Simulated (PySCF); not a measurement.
Species: C₅H₇NO₂.
SMILES: `N#C/C=C/[C@H](O)CO`

A PySCF run (density fitting, gas phase, GFN2-xTB geometry) gave HOMO -6.08 eV, LUMO 2.81 eV, dipole 4.61 D and E = -394.434 Eh.

Question: Which of these levels was it?
A. PBE0/def2-SVP
B. PBE0/pcSseg-0
C. CAM-B3LYP/STO-3G
D. PBE0/pcSseg-1

Answer: C. It is CAM-B3LYP/STO-3G. All candidates on this geometry:

```tsv
level and settings	kind	basis functions	SCF cycles	E (Eh)	HOMO (eV)	LUMO (eV)	dipole (D)
PBE0/pcSseg-1	global hybrid	171	15	-399.3958	-7.94	-1.31	5.90
PBE0/def2-SVP, energy threshold 1e-08 Eh	global hybrid	147	10	-399.1398	-7.82	-1.16	5.76
PBE0/pcSseg-0	global hybrid	86	14	-398.4940	-8.03	-1.25	6.23
CAM-B3LYP/STO-3G, fitting basis def2-qzvpp-jkfit	range-separated hybrid	47	10	-394.4336	-6.08	2.81	4.61
```

The nearest other candidate, by the summed differences of HOMO and LUMO, is PBE0/def2-SVP: its HOMO differs by -1.74 eV and its LUMO by -3.97 eV. Cycle counts include a coarse-grid stage where the run had one.

Shape of the structure used: `[N:1]#[C:2]/[CH:3]=[CH:4]/[C@H:5]([OH:6])[CH2:7][OH:8]`: C3–C4–C5–O6 -3°, C4–C5–C7–O8 65°, H–O6–C5–C4 -74°, H–O8–C7–C5 178°.
